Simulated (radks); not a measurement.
Results of a calculation; reference values are marked as such.
Spherical quantum dot in the effective-mass picture: electrons in a hard-walled sphere of radius 2.21, all in effective atomic units (hartree* = m*/eps^2 hartree, bohr* = eps/m* bohr), one dielectric constant everywhere. Level of theory: non-relativistic Kohn-Sham, PBEsol, spin-polarised, spherical densities (a radial shooting solver with Libxc functionals). Levels are named by radial order and angular momentum (1s, 1p, 1d, 2s, ...), and open shells are averaged over m.

N = 24, configuration 1s2 1p6 1d10 1f(up 6, down 0). This is the lowest configuration that the search found. Occupied and some empty levels:

| level | occupation | eigenvalue (hartree*) | <r> (bohr*) |
|---|---|---|---|
| 1s up | 1 | 15.236 | 1.399 |
| 1s down | 1 | 15.345 | 1.387 |
| 1p up | 3 | 15.863 | 1.489 |
| 1p down | 3 | 15.986 | 1.483 |
| 1d up | 5 | 16.872 | 1.555 |
| 1d down | 5 | 17.003 | 1.552 |
| 1f up | 6 | 18.211 | 1.607 |
| 1f down | 0 | 18.349 | 1.605 |
| 2s up | 0 | 18.521 | 1.009 |
| 2s down | 0 | 18.565 | 1.012 |
| 1g up | 0 | 19.852 | 1.649 |
| 1g down | 0 | 19.995 | 1.648 |
| 2p up | 0 | 20.391 | 1.161 |
| 2p down | 0 | 20.452 | 1.160 |
| 2d up | 0 | 22.570 | 1.261 |
| 2d down | 0 | 22.646 | 1.259 |

Energy (hartree*): total 238.366, kinetic 84.515, external 0, Hartree 171.98, exchange-correlation -18.130.
